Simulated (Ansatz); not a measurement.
Spin states of Br4Mo (SMILES [Br][Mo]([Br])([Br])[Br]), each relaxed at B3LYP-D3(BJ)/def2-TZVP; lowest solutions found, singlets restricted, no spin–orbit coupling, no relativity up to Kr.
Multiplicity 3 (charge 0, multiplicity 3):
```tsv
atom	x (Å)	y (Å)	z (Å)
Mo	-0.0106	0.0060	-0.0115
Br	1.8417	-0.5578	-1.4156
Br	0.7611	0.3540	2.2255
Br	-1.0434	2.0065	-0.8190
Br	-1.6025	-1.7789	-0.0367
```
Multiplicity 1 (charge 0, multiplicity 1):
```xyz
5

Mo    -0.00857     0.00649    -0.01178
Br     1.78502    -0.65464    -1.43903
Br     0.71533     0.45741     2.21628
Br    -1.01699     2.04995    -0.71825
Br    -1.52857    -1.82946    -0.10454
```

The values were computed with Ansatz (Gaussian orbitals). Values without a source in brackets are computed. In def2 rows elements past Kr take small-core potentials, without spin–orbit coupling.

The energy of multiplicity 1 less that of multiplicity 3 (kcal/mol) and the share of exact exchange:

```csv
functional,exact exchange (%),value
PBE/def2-TZVPP,0,21.74
PBE0/def2-TZVPP,25,25.85
BLYP/def2-TZVPP,0,20.78
B3LYP/def2-TZVPP,20,23.55
BHLYP/def2-TZVPP,50,28.73
r2SCAN/def2-TZVPP,0,27.79
r2SCANh/def2-TZVPP,10,29.03
```

### Question
Take the value as linear in the share of exact exchange along PBE and PBE0. Give the slope, say whether the sign turns, and set the other functionals against that line.

### Answer

Slope: (25.85 − (21.74))/2.5 = 1.64 kcal/mol for each 10 %. The line keeps its sign from 0 to 100 %. At 50 % it gives 30.0 kcal/mol. The LYP pair gives (28.73 − (20.78))/5 = 1.59 for each 10 %. BHLYP, at 50 %, lies -1.2 from the PBE line. B3LYP, at 20 %, lies -1.5 from the PBE line. r2SCAN, with none, stands 6.1 from PBE. The r2SCAN pair gives 1.24 for 10 %.

Ansatz is a quantum-chemistry and plane-wave program.
